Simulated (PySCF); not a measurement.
Ge2H6S. Atoms are numbered in the order given.

```xyz
9

Ge     1.6999     0.0000     0.2524
S      0.0000     0.0000    -1.2208
Ge    -1.6999     0.0000     0.2524
H      2.9880     0.0000    -0.6051
H      1.6364    -1.2676     1.1466
H      1.6364     1.2676     1.1466
H     -1.6364     1.2676     1.1466
H     -2.9880     0.0000    -0.6051
H     -1.6364    -1.2676     1.1466
```
Charge 0, spin multiplicity 1.

Geometry: PBE-D3(BJ)/def2-SVP.

Level of theory: PBE-D3(BJ)/def2-SVP run with PySCF.

Frequencies are harmonic and unscaled.

Computed normal modes with their intensities:
```json
[
 {"mode": "1", "ν (cm⁻¹)": "66", "IR (km/mol)": "0.0", "moving atoms (share of kinetic energy)": "H 99 %"},
 {"mode": "2", "ν (cm⁻¹)": "73", "IR (km/mol)": "0.3", "moving atoms (share of kinetic energy)": "H 90 %, S 8 %"},
 {"mode": "3", "ν (cm⁻¹)": "88", "IR (km/mol)": "0.0", "moving atoms (share of kinetic energy)": "Ge 77 %, S 14 %, H 9 %"},
 {"mode": "4", "ν (cm⁻¹)": "366", "IR (km/mol)": "5.7", "moving atoms (share of kinetic energy)": "S 59 %, Ge 32 %, H 9 %"},
 {"mode": "5", "ν (cm⁻¹)": "397", "IR (km/mol)": "60.9", "moving atoms (share of kinetic energy)": "S 68 %, Ge 29 %"},
 {"mode": "6", "ν (cm⁻¹)": "522", "IR (km/mol)": "15.5", "moving atoms (share of kinetic energy)": "H 92 %"},
 {"mode": "7", "ν (cm⁻¹)": "544", "IR (km/mol)": "0.0", "moving atoms (share of kinetic energy)": "H 96 %"},
 {"mode": "8", "ν (cm⁻¹)": "555", "IR (km/mol)": "24.7", "moving atoms (share of kinetic energy)": "H 91 %"},
 {"mode": "9", "ν (cm⁻¹)": "582", "IR (km/mol)": "16.2", "moving atoms (share of kinetic energy)": "H 85 %, S 10 %"},
 {"mode": "10", "ν (cm⁻¹)": "787", "IR (km/mol)": "339.9", "moving atoms (share of kinetic energy)": "H 97 %"},
 {"mode": "11", "ν (cm⁻¹)": "818", "IR (km/mol)": "40.5", "moving atoms (share of kinetic energy)": "H 97 %"},
 {"mode": "12", "ν (cm⁻¹)": "832", "IR (km/mol)": "0.0", "moving atoms (share of kinetic energy)": "H 99 %"},
 {"mode": "13", "ν (cm⁻¹)": "834", "IR (km/mol)": "59.3", "moving atoms (share of kinetic energy)": "H 99 %"},
 {"mode": "14", "ν (cm⁻¹)": "849", "IR (km/mol)": "4.5", "moving atoms (share of kinetic energy)": "H 99 %"},
 {"mode": "15", "ν (cm⁻¹)": "859", "IR (km/mol)": "86.9", "moving atoms (share of kinetic energy)": "H 99 %"},
 {"mode": "16", "ν (cm⁻¹)": "2065", "IR (km/mol)": "44.9", "moving atoms (share of kinetic energy)": "H 99 %"},
 {"mode": "17", "ν (cm⁻¹)": "2071", "IR (km/mol)": "79.0", "moving atoms (share of kinetic energy)": "H 99 %"},
 {"mode": "18", "ν (cm⁻¹)": "2074", "IR (km/mol)": "0.0", "moving atoms (share of kinetic energy)": "H 98 %"},
 {"mode": "19", "ν (cm⁻¹)": "2079", "IR (km/mol)": "208.6", "moving atoms (share of kinetic energy)": "H 98 %"},
 {"mode": "20", "ν (cm⁻¹)": "2105", "IR (km/mol)": "125.1", "moving atoms (share of kinetic energy)": "H 98 %"},
 {"mode": "21", "ν (cm⁻¹)": "2107", "IR (km/mol)": "69.5", "moving atoms (share of kinetic energy)": "H 98 %"}
]
```
